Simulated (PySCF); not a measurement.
# Continuum solvent and chemical shifts

Geometry:
```csv
atom,x (Å),y (Å),z (Å)
C1,2.574,0.387,0.591
O2,1.162,0.234,0.546
C3,0.646,-0.053,-0.641
O4,1.274,-0.199,-1.650
C5,-0.871,-0.180,-0.573
C6,-1.537,1.115,-0.116
F7,-2.843,1.086,-0.375
F8,-1.009,2.142,-0.787
F9,-1.382,1.350,1.179
C10,-1.304,-1.403,0.230
F11,-1.072,-1.280,1.529
F12,-2.604,-1.635,0.065
F13,-0.636,-2.474,-0.207
H14,3.072,-0.541,0.275
H15,2.822,0.619,1.632
H16,2.894,1.203,-0.073
H17,-1.202,-0.355,-1.605
```

GIAO PBE0/pcSseg-1 in PySCF 2.14.0 with density-fitted response routines on one PBE0-D3(BJ)/def2-SVP conformer, non-relativistic, equivalent nuclei averaged. Solvents enter as an IEF-PCM continuum (chloroform with ε = 4.7, acetonitrile with ε = 35.7, dimethylsulfoxide with ε = 46.8) around the gas-phase geometry. Shifts are referred to TMS, CFCl3 computed in the same medium.

Gas phase, δ in ppm: C3 165.8, C6/C10 126.8, C5 58.5, C1 54.0, F7/F8/F9/F11/F12/F13 -74.8, H14/H15/H16 3.81, H17 3.40. Dipole moment 1.88 D.

Question: How does each δ change in the continuum?

Answer: 
| atoms | environment | Δδ, chloroform | Δδ, acetonitrile | Δδ, dimethylsulfoxide |
| --- | --- | --- | --- | --- |
| C3 | ester carbonyl carbon | +2.0 | +2.8 | +2.9 |
| C6/C10 | CF3 carbon | +0.9 | +1.3 | +1.3 |
| C5 | sp3 CH α to a carbonyl | +0.1 | +0.2 | +0.2 |
| C1 | methyl carbon bonded to O | +1.3 | +1.7 | +1.7 |
| F7/F8/F9/F11/F12/F13 | fluorine of a CF3 group | +1.1 | +1.5 | +1.5 |
| H14/H15/H16 | hydrogen on a methyl carbon bonded to O | +0.13 | +0.17 | +0.17 |
| H17 | hydrogen on an sp3 CH α to a carbonyl | +0.34 | +0.49 | +0.50 |

Changes are relative to the gas phase. The dipole moment becomes 2.01 D in chloroform, 2.02 D in acetonitrile, 2.02 D in dimethylsulfoxide.

Question: Which of the listed nuclei move most (in ppm), and what does the model miss? (N and O are left out, as their reference compounds move with the solvent too.)

Answer: C3 (ester carbonyl carbon, +2.9 ppm) in dimethylsulfoxide. A continuum only polarises the solute; specific hydrogen bonds, the anisotropy of aromatic solvents and changes of geometry or conformer are outside it.
